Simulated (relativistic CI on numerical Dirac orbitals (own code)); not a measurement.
**Crystal-field levels of Gd⁴⁺, 4f6**

Calculated by Dirac-Coulomb-Breit CI, orbitals from a KLI potential per configuration, QED by a radiative potential, valence Slater integrals scaled by 0.75, one configuration in a parametric crystal field (own radial code).

Field parameters in Wybourne normalisation. The field is a parameter set, without covalency.

S and J are read from ⟨S²⟩ = S(S + 1) and ⟨J²⟩ = J(J + 1) of each level; they are not fictitious spins.

D4h, B20 = 1150, B40 = 0, B44 = -1170, B60 = 1030, B64 = -770 cm⁻¹, the lowest 16 levels:

```
E (cm⁻¹)  Degeneracy  Irrep     S     J
     0.0           1     A1  2.90  0.22
     477           2      E  2.92  1.08
     806           1     A2  2.92  1.10
    1268           1     B2  2.95  2.03
    1500           1     B1  2.95  2.10
    1550           2      E  2.95  2.09
    1685           1     A1  2.95  2.02
    2525           2      E  2.97  3.08
    2529           1     B2  2.97  3.07
    2672           2      E  2.96  3.03
    2744           1     A2  2.96  3.01
    2824           1     B1  2.96  2.96
    3556           1     A1  2.97  4.01
    3667           2      E  2.97  4.02
    3894           1     B1  2.97  4.01
    3915           1     A2  2.97  4.02
```

D3d, B20 = -520, B40 = 930, B43 = 1170, B60 = 160, B63 = 570, B66 = 460 cm⁻¹, the lowest 10 levels:

```csv
E (cm⁻¹),Degeneracy,Irrep,S,J
0.0,1,A1,2.89,0.15
469,1,A2,2.92,1.07
624,2,E,2.92,1.06
1359,1,A1,2.95,2.04
1402,2,E,2.95,2.06
1657,2,E,2.95,2.02
2555,2,E,2.96,3.02
2622,1,A2,2.96,3.01
2633,1,A1,2.96,3.03
2655,2,E,2.96,3.01
```

The next free-ion level lies 575 cm⁻¹ above the lowest; the ground level cannot split, and the field only mixes in higher J.

Levels of this model without a field, named by their leading LS term (the scale mimics covalency, so terms lie below those of the real free ion): ⁷F0 0, ⁷F1 575, ⁷F2 1498, ⁷F3 2606, ⁷F4 3800, ⁷F5 5018, ⁷F6 6215, ⁵D0 15361 cm⁻¹.
